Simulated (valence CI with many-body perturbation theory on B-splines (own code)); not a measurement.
Er34+: electric-dipole lines

Computed by configuration interaction combined with many-body perturbation theory (CI+MBPT): six valence electrons over a frozen Dirac-Fock core [Ar] 3d10, radial functions for each j: 9 s, 9 p, 8 d, 6 f, 3 g, 1 h, with the one-electron correlation potential Σ1, the two-electron term Σ2, the three-electron term Σ3, Breit, model QED; selected CI, second order for the rest, scaled by the run's own slope (own B-spline code, finite nucleus).

No measured spectrum was set against this ion. As an estimate, large intervals hold to a few tenths of a per cent, small ones and those within an open d or f shell to about a per cent. Among the levels kept, up to 650 cm⁻¹ of a level comes from second order outside the variational space, and about a tenth of that is noise between levels of different J, which matters for small intervals.

Lines 1 to 50 of 90 in falling wavelength, among levels below 1840800 cm⁻¹, chosen from the strongest by gf and those to the six lowest levels. Wavelengths and rates use the calculated energies. Electric multipoles are in the length gauge, E1 and E2 with the static RPA response of the core. Weak lines are less certain than strong ones. Lines between different terms over intervals too small for the method are left out, as are lines whose strength nearly cancels. The highest levels of a list are the least certain.

Levels are named by their leading jj configuration (3d3/2^4 stands for four electrons in 3d with j = 3/2), which in mixed levels can hold well under half, so a name can repeat and another be missing. Letters in brackets count levels of one name in rising energy.

```tsv
λ vac (nm)	Upper	Lower	A (s⁻¹)	log gf	Branch %
117.3	(4s^2 4p1/2^2 4p3/2 4d3/2) J=1	(4s^2 4p3/2^4) J=0	5.20e+04	-4.49	0.0
39.74	(4s 4p1/2^2 4p3/2^3) J=1	(4s^2 4p3/2^4) J=0	1.06e+07	-3.12	0.0
30.00	(4s^2 4p1/2^2 4p3/2 4d5/2) J=1	(4s^2 4p3/2^4) J=0	9.39e+06	-3.42	0.0
19.61	(4s^2 4p1/2 4p3/2^2 4d3/2) J=1 [a]	(4s^2 4p3/2^4) J=0	1.51e+08	-2.58	0.7
17.75	(4s^2 4p1/2^2 4p3/2 4d3/2) J=2	(4s^2 4p1/2 4p3/2^3) J=2	4.56e+08	-1.97	22.0
17.39	(4s^2 4p1/2^2 4p3/2 4d3/2) J=1	(4s^2 4p1/2 4p3/2^3) J=2	1.18e+09	-1.79	56.6
16.87	(4s^2 4p1/2^2 4p3/2 4d3/2) J=3	(4s^2 4p1/2 4p3/2^3) J=2	1.03e+07	-3.51	20.2
16.78	(4s^2 4p1/2^2 4p3/2 4d3/2) J=2	(4s^2 4p1/2 4p3/2^3) J=1	4.76e+08	-2.00	22.9
16.46	(4s^2 4p1/2^2 4p3/2 4d3/2) J=1	(4s^2 4p1/2 4p3/2^3) J=1	2.21e+08	-2.57	10.6
16.34	(4s^2 4p1/2 4p3/2^2 4d5/2) J=1 [a]	(4s^2 4p3/2^4) J=0	2.17e+09	-1.58	6.6
16.22	(4s 4p1/2^2 4p3/2^3) J=2	(4s^2 4p1/2 4p3/2^3) J=2	2.91e+09	-1.24	16.1
16.12	(4s^2 4p1/2^2 4p3/2 4d3/2) J=0	(4s^2 4p1/2 4p3/2^3) J=1	8.39e+07	-3.49	100.0
15.42	(4s 4p1/2^2 4p3/2^3) J=2	(4s^2 4p1/2 4p3/2^3) J=1	3.91e+09	-1.16	21.6
14.85	(4s^2 4p1/2 4p3/2^2 4d3/2) J=1 [b]	(4s^2 4p3/2^4) J=0	6.89e+08	-2.17	0.1
13.67	(4s^2 4p1/2 4p3/2^2 4d3/2) J=1 [c]	(4s^2 4p3/2^4) J=0	5.09e+08	-2.37	0.1
13.49	(4s 4p1/2^2 4p3/2^3) J=1	(4s^2 4p1/2 4p3/2^3) J=2	1.19e+10	-1.01	5.3
13.27	(4s^2 4p1/2^2 4p3/2 4d5/2) J=2	(4s^2 4p1/2 4p3/2^3) J=2	3.75e+09	-1.30	1.5
12.97	(4s^2 4p1/2^2 4p3/2 4d5/2) J=3	(4s^2 4p1/2 4p3/2^3) J=2	4.08e+05	-5.14	0.0
12.92	(4s 4p1/2^2 4p3/2^3) J=1	(4s^2 4p1/2 4p3/2^3) J=1	3.76e+09	-1.55	1.7
12.76	(4s^2 4p1/2 4p3/2^2 4d5/2) J=1 [b]	(4s^2 4p3/2^4) J=0	2.07e+09	-1.82	0.3
12.73	(4s^2 4p1/2^2 4p3/2 4d5/2) J=2	(4s^2 4p1/2 4p3/2^3) J=1	5.37e+09	-1.19	2.2
12.15	(4s^2 4p1/2^2 4p3/2 4d5/2) J=1	(4s^2 4p1/2 4p3/2^3) J=2	6.12e+09	-1.39	2.2
12.03	(4s^2 4p1/2 4p3/2^2 4d5/2) J=1 [c]	(4s^2 4p3/2^4) J=0	8.30e+09	-1.27	1.1
11.69	(4s^2 4p1/2^2 4p3/2 4d5/2) J=1	(4s^2 4p1/2 4p3/2^3) J=1	2.67e+09	-1.78	1.0
10.00	(4s^2 4p1/2 4p3/2^2 4d3/2) J=1 [a]	(4s^2 4p1/2 4p3/2^3) J=2	7.26e+08	-2.49	3.4
9.961	(4s^2 4p1/2 4p3/2^2 4d3/2) J=2 [a]	(4s^2 4p1/2 4p3/2^3) J=2	1.02e+09	-2.12	15.6
9.903	(4s^2 4p1/2^2 4p3/2 4d3/2) J=1	(4s^2 4p1/2^2 4p3/2^2) J=0	2.18e+08	-3.02	10.4
9.731	(4s^2 4p1/2 4p3/2^2 4d3/2) J=0	(4s^2 4p1/2 4p3/2^3) J=1	2.86e+08	-3.39	99.5
9.723	(4s^2 4p1/2 4p3/2^2 4d3/2) J=3 [a]	(4s^2 4p1/2 4p3/2^3) J=2	3.84e+08	-2.42	4.2
9.688	(4s^2 4p1/2 4p3/2^2 4d3/2) J=1 [a]	(4s^2 4p1/2 4p3/2^3) J=1	4.66e+08	-2.71	2.2
9.651	(4s^2 4p1/2 4p3/2^2 4d3/2) J=2 [a]	(4s^2 4p1/2 4p3/2^3) J=1	8.30e+05	-5.24	0.0
9.434	(4s^2 4p1/2^2 4p3/2 4d3/2) J=2	(4s^2 4p1/2^2 4p3/2^2) J=2	1.15e+09	-2.12	55.1
9.332	(4s^2 4p1/2^2 4p3/2 4d3/2) J=1	(4s^2 4p1/2^2 4p3/2^2) J=2	4.68e+08	-2.74	22.4
9.180	(4s^2 4p1/2^2 4p3/2 4d3/2) J=3	(4s^2 4p1/2^2 4p3/2^2) J=2	4.06e+07	-3.44	79.8
9.110	(4s^2 4p1/2 4p3/2^2 4d3/2) J=2 [b]	(4s^2 4p1/2 4p3/2^3) J=2	3.83e+08	-2.62	0.6
9.075	(4s^2 4p1/2 4p3/2^2 4d5/2) J=1 [a]	(4s^2 4p1/2 4p3/2^3) J=2	1.11e+10	-1.39	33.6
9.072	(4s^2 4p1/2 4p3/2^2 4d5/2) J=3 [a]	(4s^2 4p1/2 4p3/2^3) J=2	3.38e+08	-2.54	1.7
8.986	(4s 4p1/2^2 4p3/2^3) J=2	(4s^2 4p1/2^2 4p3/2^2) J=2	1.13e+10	-1.17	62.3
8.971	(4s^2 4p1/2 4p3/2^2 4d5/2) J=0 [a]	(4s^2 4p1/2 4p3/2^3) J=1	2.83e+10	-1.47	100.0
8.850	(4s^2 4p1/2 4p3/2^2 4d3/2) J=2 [b]	(4s^2 4p1/2 4p3/2^3) J=1	2.55e+08	-2.82	0.4
8.817	(4s^2 4p1/2 4p3/2^2 4d5/2) J=1 [a]	(4s^2 4p1/2 4p3/2^3) J=1	2.91e+08	-2.99	0.9
8.595	(4s^2 4p1/2 4p3/2^2 4d3/2) J=1 [b]	(4s^2 4p1/2 4p3/2^3) J=2	3.82e+09	-1.90	0.4
8.574	(4s^2 4p1/2 4p3/2^2 4d3/2) J=2 [c]	(4s^2 4p1/2 4p3/2^3) J=2	2.14e+09	-1.93	0.2
8.529	(4s^2 4p1/2 4p3/2^2 4d3/2) J=3 [b]	(4s^2 4p1/2 4p3/2^3) J=2	2.95e+09	-1.65	0.3
8.502	(4s 4p1/2^2 4p3/2^3) J=1	(4s^2 4p1/2^2 4p3/2^2) J=0	1.74e+09	-2.25	0.8
8.363	(4s^2 4p1/2 4p3/2^2 4d3/2) J=1 [b]	(4s^2 4p1/2 4p3/2^3) J=1	5.78e+09	-1.74	0.5
8.342	(4s^2 4p1/2 4p3/2^2 4d3/2) J=2 [c]	(4s^2 4p1/2 4p3/2^3) J=1	1.20e+10	-1.20	1.1
8.230	(4s^2 4p1/2 4p3/2^2 4d5/2) J=2 [a]	(4s^2 4p1/2 4p3/2^3) J=2	1.28e+09	-2.19	15.2
8.188	(4s^2 4p1/2 4p3/2^2 4d3/2) J=1 [c]	(4s^2 4p1/2 4p3/2^3) J=2	1.82e+09	-2.26	0.2
8.078	(4s 4p1/2^2 4p3/2^3) J=1	(4s^2 4p1/2^2 4p3/2^2) J=2	2.07e+11	-0.22	92.3
```
